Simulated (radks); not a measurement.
Results of a calculation; reference values are marked as such.
Ionisation of neutral helium, [He], to He+, 1s1, under several functionals. Scalar-relativistic Kohn-Sham, spin-polarised, spherical densities, finite nucleus; open shells are filled with parallel spins first; a radial shooting solver on a logarithmic mesh with Libxc functionals.

functional                                        E(He) (hartree)  Exc (hartree)  IE (eV)  -e(HOMO) (eV)  <r> HOMO (bohr)  IE error (eV)
LDA (Slater exchange, Perdew-Wang correlation)           -2.83459       -0.97288   24.292         15.518           0.9593         -0.295
AM05                                                     -2.85269       -0.99619   24.351         15.432           0.9539         -0.236
MS2 meta-GGA                                             -2.91273       -1.07288   24.648         16.439           0.9355         +0.061
LDA (Slater exchange, Perdew-Zunger correlation)         -2.83442       -0.97249   24.284         15.517           0.9595         -0.303
exchange-only LDA                                        -2.72377       -0.85284   22.071         14.068           0.9720         -2.517
SOGGA                                                    -2.84521       -0.99069   23.923         15.351           0.9526         -0.664

NIST Atomic Spectra Database: 24.587 eV (measured). Closest: MS2 meta-GGA. The Delta-SCF values span 2.58 eV, the total energies 0.19 hartree. The highest occupied level is 1s.
